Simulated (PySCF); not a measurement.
**Energy of Ne²⁺ (neon, charge +2) between two integer charges**

The 2p beta orbital of [He] 2s2 2p4 is emptied in steps (occupation f), with all orbitals relaxed, ending at [He] 2s2 2p3. All numbers are calculated (PySCF 2.14, the non-relativistic Hamiltonian (point nucleus), in aug-pcseg-2 (5s4p3d2f, 46 functions)). The exact energy is a straight line in f; departures are measured from the line between the end points of the same method.

```
  f  UHF (eV)  LDA (eV)  PBE (eV)  PBE0 (eV)  r2SCAN (eV)  LC-wPBE (eV)  BHandHLYP (eV)  wB97X (eV)  CAM-B3LYP (eV)  M06-2X (eV)
  1     0.000     0.000     0.000      0.000        0.000         0.000           0.000       0.000           0.000        0.000
0.8     0.352    -1.847    -1.819     -1.281       -1.627        -0.919          -0.760      -0.875          -1.074       -0.784
0.6     0.515    -2.772    -2.723     -1.915       -2.416        -1.368          -1.144      -1.299          -1.610       -1.217
0.4     0.503    -2.769    -2.712     -1.904       -2.389        -1.353          -1.147      -1.278          -1.607       -1.266
0.2     0.328    -1.841    -1.795     -1.259       -1.573        -0.886          -0.767      -0.830          -1.067       -0.870
  0     0.000     0.000     0.000      0.000        0.000         0.000           0.000       0.000           0.000        0.000
```

For CAM-B3LYP, how does the orbital energy at f = 1 compare with the removal energy?

−ε = 57.344 eV against a total-energy difference of 64.048 eV. By Janak's theorem ε = ∂E/∂f, so the gap between them reflects the curvature. Along the path −ε is 60.022 (f = 0.8), 62.716 (f = 0.6), 65.409 (f = 0.4), 68.077 (f = 0.2) eV.

| method | E(f=0) − E(f=1) (eV) | −ε at f=1 (eV) | −ε at f=0.4 (eV) |
| --- | --- | --- | --- |
| UHF | 61.920 | 64.179 | 61.442 |
| LDA | 63.709 | 52.187 | 66.042 |
| PBE | 63.974 | 52.605 | 66.307 |
| PBE0 | 63.825 | 55.809 | 65.475 |
| r2SCAN | 63.718 | 53.467 | 65.849 |
| LC-wPBE | 64.140 | 58.378 | 65.363 |
| BHandHLYP | 63.785 | 59.052 | 64.725 |
| wB97X | 63.707 | 58.206 | 64.904 |
| CAM-B3LYP | 64.048 | 57.344 | 65.409 |
| M06-2X | 63.484 | 58.707 | 64.292 |

Reference removal energy between the ground levels: 63.423 eV (measured; NIST Atomic Spectra Database, ionization energies). The calculation has no spin-orbit coupling. UHF lacks correlation.
